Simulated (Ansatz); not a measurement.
An input meant for (HCd-mu-OH)2 (Cd2O2H4) (charge 0, singlet; atoms displaced at random, 0.03 Å in each coordinate).

```yaml
crystal:
  periodic: [false, false, false]
  atoms:
    - {symbol: Cd, position_ang: [-1.429217, 3.314543, 1.299903]}
    - {symbol: H, position_ang: [-2.969338, 6.434962, 2.497029]}
    - {symbol: O, position_ang: [1.920029, 1.418857, -1.618065]}
    - {symbol: Cd, position_ang: [1.481029, -3.243376, -1.233213]}
    - {symbol: H, position_ang: [3.085806, -6.399017, -2.525329]}
    - {symbol: O, position_ang: [-1.865877, -1.453307, 1.571445]}
    - {symbol: H, position_ang: [3.215590, 2.643053, -2.596784]}
    - {symbol: H, position_ang: [-3.435528, -2.528247, 2.754435]}
basis:
  gaussian: {orbitals: def2-mTZVP, final_grid: {core_spheres: 5, valence_spheres: 4, degree: 11}}
hamiltonian: {xc: {name: B2GP-PLYP}}
scf: {omitted_lower_state_checks: [starts]}
output: {forces: true}
```

```sh
$ ansatz run in.yaml --threads 4 --pin off --events-out ev --progress --plain --max-ram 3916MiB
```

Output, abridged:

```
Functional definition: B2GP-PLYP
1326 factors; integrals over basis functions are off by at most 3.8e-4 eV
mean field evaluation 1: about -13195.5070 eV, gradient 1.1e2 eV
mean field evaluation 2: about -13195.5131 eV, gradient 1.1e2 eV
mean field evaluation 4: about -13157.0068 eV, gradient 1.2e2 eV
mean field evaluation 8: about -13231.3444 eV, gradient 4.6e0 eV
mean field evaluation 16: about -13232.5102 eV, gradient 3.7e-1 eV
mean field -13232.51685065 eV, -486.2860249394 hartree, gradient 5.3e-6 eV, S^2 0.000000; 0 other end points of the search recorded, 0 dependent functions left out; unrestricted orbitals would lower it
2 core orbitals not correlated: weight in the atoms' cores, before any rotation towards them, 1.000 or more for the frozen orbitals, at most 0.000 for the correlated occupied ones
reference -13232.51717184 eV, -486.2860367429 hartree; 28, 28 occupied and 96, 96 virtual orbitals, 1326 factors
second order -36.78992178 eV of doubles, -0.00000000 eV of singles
Total energy: -13245.76154368 eV, -486.7727584307 hartree
Atom 0 at    -1.429217     3.314543     1.299903 Å, force    -0.456118    -0.932673     0.384233 eV/Å
Atom 1 at    -2.969338     6.434962     2.497029 Å, force    -0.296546     0.447665     0.233280 eV/Å
Atom 2 at     1.920029     1.418857    -1.618065 Å, force     0.700530     0.350370    -0.514719 eV/Å
Atom 3 at     1.481029    -3.243376    -1.233213 Å, force     0.518965     0.302853    -0.442195 eV/Å
Atom 4 at     3.085806    -6.399017    -2.525329 Å, force     0.142712    -0.048388    -0.114730 eV/Å
Atom 5 at    -1.865877    -1.453307     1.571445 Å, force    -1.536979     0.334633     1.224076 eV/Å
Atom 6 at     3.215590     2.643053    -2.596784 Å, force    -0.034035    -1.085865    -0.040297 eV/Å
Atom 7 at    -3.435528    -2.528247     2.754435 Å, force     0.961469     0.631405    -0.729648 eV/Å
Dipole moment:     2.517892    -2.557426    -2.096760 e Å
Checks for a lower state left out: starts
```

(1) What is wrong with this run?

## Answers

(1) The geometry is stretched to more than twice its size. The run converged. The result belongs to that input, not to the species as meant. The restricted singlet is unstable: a solution with broken spin symmetry lies lower.
